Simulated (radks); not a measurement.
Values are calculated unless marked as measured or tabulated.
Removal energies from the europium ion Eu+, [Xe] 4f7 6s1, by Delta-SCF beside the eigenvalue of the level emptied. Code: a radial shooting solver on a logarithmic mesh with Libxc functionals. Model: scalar-relativistic Kohn-Sham, PBEsol, spin-polarised, spherical densities, finite nucleus; Fermi nuclear charge, rms radius of each element as measured or else 0.836 A^(1/3) + 0.57 fm. Open shells are filled with parallel spins first.

6s: final configuration [Xe] 4f7; Delta-SCF (eV) 11.464; -eigenvalue (eV) 8.957
4f: final configuration [Xe] 4f6 6s1; Delta-SCF (eV) 18.096; -eigenvalue (eV) 10.344
5p: final configuration [Kr] 4d10 4f7 5s2 5p5 6s1; Delta-SCF (eV) 33.770; -eigenvalue (eV) 28.345
5s: final configuration [Kr] 4d10 4f7 5s1 5p6 6s1; Delta-SCF (eV) 54.744; -eigenvalue (eV) 48.751
